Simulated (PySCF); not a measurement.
Orbital picture of InAs

LDA at R = 2.768 Å; PySCF, scalar-relativistic core potentials, basis sets In cc-pVDZ-PP with ECP28, As cc-pVDZ-PP with ECP10. State: ³Σ⁻ (triplet), unpaired electrons π ↑↑. Only the outer orbitals are listed, counted within each symmetry, core potentials removing the inner ones.

```
spin  orbital  occ.  ε (eV)  on In (%)            main shells (%)
   α       7σ     1  -14.45          6                    93 As s
   α       8σ     1   -8.77         84           83 In s, 12 As p
   α       5π     1   -5.42         10            90 As p, 9 In p
   α       5π     1   -5.42         10            90 As p, 9 In p
   α       9σ     1   -4.82         38  61 As p, 26 In p, 12 In s
   α       6π     0   -2.50         90            91 In p, 9 As p
   α       6π     0   -2.50         90            91 In p, 9 As p
   α      10σ     0   -0.50         83           82 In p, 20 As p
   β       7σ     1  -13.30          9                    91 As s
   β       8σ     1   -8.55         85            85 In s, 9 As p
   β       9σ     1   -4.37         40   59 As p, 32 In p, 8 In s
   β       5π     0   -4.17         24           76 As p, 23 In p
   β       5π     0   -4.17         24           76 As p, 23 In p
   β       6π     0   -2.17         77           77 In p, 23 As p
```

**Question.** Which are the highest filled and the lowest empty level, where do they sit, and how wide is the gap?

**Answer.** Highest filled β 9σ at -4.37 eV (in %: 59 As p, 32 In p, 8 In s); lowest empty β 5π at -4.17 eV (in %: 76 As p, 23 In p); the gap at LDA is 0.20 eV.

```json
{
 "bond order (Mayer)": "1.19",
 "⟨S²⟩": "2.004",
 "charge on In (Mulliken, basis-dependent)": "0.18",
 "charge on In (Löwdin, basis-dependent)": "0.12",
 "dipole moment (positive dipole means In(−)As(+))": "-1.52 D",
 "polarisability along the bond": "125.6 bohr³",
 "polarisability across the bond": "51.8 bohr³"
}
```

Spin–orbit coupling is left out. The state is the lowest determinant that a PBE0 search found; another state may lie lower at other levels.
